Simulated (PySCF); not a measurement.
**Circular dichroism: `C[C@@H]1[SiH2][C@@H]1N(C)C`, C5H13NSi**

Geometry:
```
atom   x (Å)   y (Å)   z (Å)
  C1   1.780  -1.121  -0.693
  C2   1.590   0.310  -0.250
 Si3   1.369   0.720   1.579
  C4   0.174   0.792   0.116
  N5  -0.895  -0.163   0.030
  C6  -1.965   0.136   0.956
  C7  -1.403  -0.273  -1.323
  H8   1.638  -1.224  -1.769
  H9   2.787  -1.466  -0.458
 H10   1.062  -1.762  -0.190
 H11   2.141   1.012  -0.868
 H12   1.239  -0.393   2.498
 H13   1.897   1.974   2.089
 H14  -0.078   1.777  -0.298
 H15  -2.458   1.098   0.739
 H16  -1.563   0.175   1.968
 H17  -2.714  -0.654   0.903
 H18  -0.581  -0.484  -2.002
 H19  -2.119  -1.094  -1.373
 H20  -1.904   0.650  -1.658
```

Method: TDDFT PBE0/def2-SVPD circular dichroism and optical rotation, one conformer, gas phase in PySCF 2.14.0. Geometry: GFN2-xTB.

The molecule is flexible and this is one conformer; a measurement averages over conformers. States above about 6.0 eV (minus the energy of the highest occupied orbital) lie near or above the ionisation threshold and depend on the basis.

(1) Assign R or S to each stereocentre.

(2) List the lowest 12 singlet excitations with oscillator and rotatory strengths.

Results:

(1) C2 S, C4 S.

(2) Rotatory strengths R in 10⁻⁴⁰ esu² cm², velocity form and length form (origin at the centre of mass); f in length form.
```tsv
state	E (eV)	λ (nm)	f	R (velocity)	R (length)	main
1	5.23	237	0.064	+48.8	+47.0	HOMO→LUMO 0.94
2	5.68	218	0.006	+12.7	+13.1	HOMO→LUMO+1 0.91
3	6.06	205	0.002	-9.3	-8.6	HOMO→LUMO+3 0.63, HOMO→LUMO+2 0.22
4	6.09	203	0.007	+15.1	+13.1	HOMO→LUMO+2 0.67, HOMO→LUMO+3 0.23
5	6.14	202	0.133	+2.7	+2.0	HOMO−1→LUMO 0.85
6	6.36	195	0.026	-27.4	-25.8	HOMO→LUMO+4 0.49, HOMO−1→LUMO+1 0.40
7	6.52	190	0.009	-4.7	-4.2	HOMO−1→LUMO+1 0.47, HOMO→LUMO+4 0.35
8	6.70	185	0.057	-65.2	-66.2	HOMO→LUMO+5 0.89
9	6.81	182	0.013	-6.9	-7.9	HOMO−1→LUMO+2 0.54, HOMO→LUMO+6 0.24
10	6.83	182	0.0008	-1.2	-1.1	HOMO−2→LUMO 0.43, HOMO−1→LUMO+3 0.36
11	6.92	179	0.011	+13.3	+14.1	HOMO→LUMO+6 0.51, HOMO−1→LUMO+2 0.20
12	6.97	178	0.010	-7.5	-6.6	HOMO→LUMO+7 0.40, HOMO−1→LUMO+3 0.24
```

Among the states computed, the strongest CD band (largest |R|) is state 8. The largest dissymmetry factor in size, g = 4R/(D+G), with D and G the electric and magnetic dipole strengths, is -0.036 for state 3 (velocity form, f = 0.002), among bands with |R| over 0.5. The mirror image has the same energies and oscillator strengths and all R with the opposite sign.
